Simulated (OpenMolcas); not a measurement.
**Ta4+: moving or changing the point charges**

Ta4+ among 6 point charges of -1.7 e arranged as a trigonal antiprism (D3d), 1.98 Å from the ion, with a polar angle of 47.1° against the regular 54.74°.

```yaml
Program: OpenMolcas 26.06
Method: CASSCF
Basis: ANO-RCC-VDZP [7s6p4d2f1g]
Scalar_Hamiltonian: DKH2, point nucleus
Active_space: 1 electron in 5 orbitals (5d)
State_averaging: 2S+1 = 2 even, 5 roots
Spin-orbit_coupling: RASSI with atomic mean-field integrals over the reference wave functions
```

Runs around this geometry, states (labels of D3, the rotations of D3d). Energies in cm-1 above the lowest state or level, χT in cm3 K/mol.

```
R (Å)  q (e)  Polar angle / regular  Ground state  First state of that spin  First gap with spin-orbit (degeneracies)  χT at 300 K
 1.98   -1.7                   0.79            2E                  2A1 6928                               4688 (2, 2)        0.119
 1.98  -1.36                   0.86            2E                  2A1 6498                               4558 (2, 2)        0.107
 1.98   -1.7                   0.86            2E                  2A1 6487                               4325 (2, 2)        0.102
 2.16   -1.7                   0.86            2E                  2A1 6735                               4796 (2, 2)        0.114
```

Scaling the charges by -1.36 / -1.7 = 0.80 scales the first state of the same spin by 6498 / 6487 = 1.00; with fixed orbitals a first-order splitting would follow the charge.

An orbital doublet at a regular site is open to a Jahn-Teller distortion, which this geometry leaves out. This is an electrostatic model: the charges have no orbitals. No measured value stands beside these numbers.
